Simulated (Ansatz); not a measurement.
```xyz
8

F     1.1937    0.2768    2.2565
Sn   -0.0284    0.7217    0.8618
F    -1.7034    0.7372    1.7733
Si    0.0260   -0.9589   -1.0726
Cl    0.4052    2.9289    0.3648
H    -0.2683   -2.2891   -0.4944
H    -1.0105   -0.5266   -2.0366
H     1.3857   -0.8900   -1.6529
```

Total charge 0; spin multiplicity 1. Sn: def2 effective core potential.

**Question.** List the PBE0/def2-TZVPP orbital energies in eV (Ansatz 0.2.0). (An estimate is asked.)

**Answer.** Ansatz gave: Occupied: -2767.61, -1804.12, -673.12, -673.12, -259.44, -197.72, -197.58, -197.58, -146.48, -141.60, -101.17, -101.10, -101.10, -96.27, -96.24, -96.20, -32.59, -32.34, -30.05, -29.95, -29.94, -29.67, -29.09, -22.87, -16.68, -14.67, -12.29, -11.98, -11.74, -11.27, -11.24, -11.18, -11.04, -10.90, -9.78, -9.55, -9.16. Lowest empty: -2.02, -1.16, -1.06, 0.18, 0.85, 0.98, 1.04, 2.65.
